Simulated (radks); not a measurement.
Values are calculated unless marked as measured or tabulated.
Q: Ionisation of B+, [He] 2s2, to B2+, [He] 2s1, under several functionals. Scalar-relativistic Kohn-Sham, spin-polarised, spherical densities, finite nucleus; open shells are filled with parallel spins first; a radial shooting solver on a logarithmic mesh with Libxc functionals. Known Delta-SCF values: MS2 meta-GGA 24.632 eV; exchange-only LDA 22.863 eV; LDA (Slater exchange, VWN5 correlation) 24.560 eV. What does PBEsol give, and what is its highest occupied eigenvalue?

A: 24.421 eV by Delta-SCF; the 2s eigenvalue is -19.378 eV. NIST: 25.155 eV (measured).
